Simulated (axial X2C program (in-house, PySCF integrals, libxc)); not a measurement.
## ScTe⁻: from the spin-free to the two-component result

Computed with an in-house all-electron X2C program for linear molecules (integrals from PySCF). Spin-free means the one-electron spin-free X2C Hamiltonian; two-component (2c) means X2C with spin–orbit coupling and atomic mean-field two-electron Coulomb and Gaunt terms, so the difference of the two also holds small scalar two-electron terms. Basis: Te dyall-acv3z [12s13p9d5f1g], Sc dyall-acv3z [11s12p8d5f2g] (cores contracted in-house); Gaussian nuclei, density fitting, unrestricted open shells. Masses: Te 129.906 u, Sc 44.956 u.

Spin-free state: M_S = 0, Λ = 0 (closed shell); fragments Te- + Sc.

```tsv
level	Re (Å)	ωe (cm⁻¹)	De (eV)	μ (D)
PBE0	2.542	322.0	3.083	-2.56
HF	2.610	316.1	1.305	-1.44
MP2	2.581	321.0	2.998	n/a
CCSD	2.597	315.9	2.799	n/a
CCSD(T)	2.599	311.8	3.104	n/a
BLYP	2.580	294.6	3.211	-2.93
```

Correlated methods: 10 electrons correlated (number of frozen shells: Te 4 s, 3 p, 2 d; Sc 3 s, 2 p), 400 virtual spin orbitals or spinors in MP2, 88 natural virtuals in coupled cluster.

Dipoles are positive if Sc is the positive end and refer to the centre of mass.

Two-component determinant lowest at the distance of the search:

Ω = 0 (closed shell); fragments Te- + Sc.

```tsv
level	Re (Å)	ωe (cm⁻¹)	De (eV)	μ (D)
PBE0	2.544	319.7	2.932	-2.61
HF	2.611	314.6	1.103	-1.48
MP2	2.582	319.6	2.807	n/a
CCSD	2.598	314.5	2.603	n/a
CCSD(T)	2.601	310.1	2.909	n/a
BLYP	2.582	292.1	3.021	-2.97
```

**Question.** From the two tables, how do the constants change at the CCSD(T) level (2c against spin-free)?

**Answer.** At the CCSD(T) level Re rises by 0.002 Å and ωe drops by 1.7 cm⁻¹; De changes by -0.195 eV.

The state is a single determinant with fixed occupations, the lowest that a limited PBE0 search found. Closed shells are restricted here (equal orbitals for both partners); the stretched side of such a curve lies too high. De is counted from the lowest determinant-based energies of the atoms at the same level, without counterpoise correction. CCSD and (T) use frozen natural virtuals with an MP2 correction for the truncation; (T) itself is uncorrected, so its De runs slightly low. In 2c an atomic determinant is not the ground J level, so De misses part of the atomic spin–orbit lowering. This holds for PBE0, BLYP. PBE0 can misorder states that lie within some tenths of an eV, so this need not be the ground state of the molecule. The nearest other spin-free determinant of the search, M_S = 1, Λ = 0, lies 0.46 eV up at the distance of the search. Without a current term, density functionals place determinants with orbital angular momentum somewhat too high. The outer-core s and p shells of the metal are frozen in the correlated rows, which leaves out core–valence correlation; for alkali and alkaline-earth bonds that tends to lengthen them. The highest occupied level of some functionals is positive through self-interaction error; at Hartree–Fock it is bound. The T1 diagnostic is large, a sign of multireference character. With the outer-core shells frozen, correlated bond lengths of heavy atoms tend to come out a few hundredths of an ångström too long. Hartree–Fock gets electron affinities wrong, so its lowest charge split need not be the true one.
